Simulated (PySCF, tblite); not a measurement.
Compound: C₁₀H₈S.
Numbering: `[cH:1]1[cH:2][cH:3][c:4](-[c:5]2[cH:6][cH:7][cH:8][s:9]2)[cH:10][cH:11]1` (hydrogens: H12 on C1; H13 on C2; H14 on C3; H15 on C6; H16 on C7; H17 on C8; H18 on C10; H19 on C11)

The geometry is computed with GFN2-xTB (gas phase).

Question: List the bond lengths, angles and torsions at this level.

Answer: 
```
           bond  length (Å)
  C1–C2, C1–C11       1.385
 C2–C3, C10–C11       1.381
  C3–C4, C4–C10       1.397
          C4–C5       1.449
          C5–C6       1.370
          C6–C7       1.409
          C7–C8       1.358
          C8–S9       1.716
          C5–S9       1.743
         C1–H12       1.080
C2–H13, C11–H19       1.080
C3–H14, C10–H18       1.080
         C6–H15       1.075
         C7–H16       1.076
         C8–H17       1.072
```

Bonds in one row agree within 0.01 Å and their mean is given. A selection of angles:
```
    angle  degrees
C2–C1–C11    119.5
 C1–C2–C3    120.2
 C2–C3–C4    120.9
 C3–C4–C5    120.6
C3–C4–C10    118.3
 C4–C5–C6    129.2
 C4–C5–S9    120.7
 C6–C5–S9    110.1
 C5–C6–C7    113.6
 C6–C7–C8    112.6
 C7–C8–S9    112.1
 C5–S9–C8     91.6
```

Torsions: C3–C4–C5–C6 180° (antiperiplanar).

The C–S distances run from 1.716 Å (C8–S9, aromatic) to 1.743 Å (C5–S9, aromatic), a spread of 0.027 Å. S9 (thiophene-type sulfur) is bent (angle 91.6°). The 6-membered ring C1–C2–C3–C4–C10–C11 has internal angles of 118.3° to 120.9°; it is planar, 0.00 Å rms from its mean plane, widest ring torsion 0°. Of the pairs four or more bonds apart, S9···H14 is among the closest relative to their van der Waals radii: 2.59 Å, 86 % of the sum of Bondi's values. The 11 heavy atoms lie in one plane (0.001 Å rms). The C–C distances run from 1.358 Å (C7–C8, aromatic) to 1.449 Å (C4–C5, drawn single), a spread of 0.091 Å. The 5-membered ring C5–C6–C7–C8–S9 has internal angles of 91.6° to 113.6° (sum 540°, against 540° for a flat polygon); it is planar, 0.00 Å rms from its mean plane, widest ring torsion 0°.

Point group: Cs (tolerance 0.08 Å). Its lowest GFN2-xTB frequency is 9i cm⁻¹, too small to tell a flat minimum from a shallow saddle. The numbers are those of one conformer.
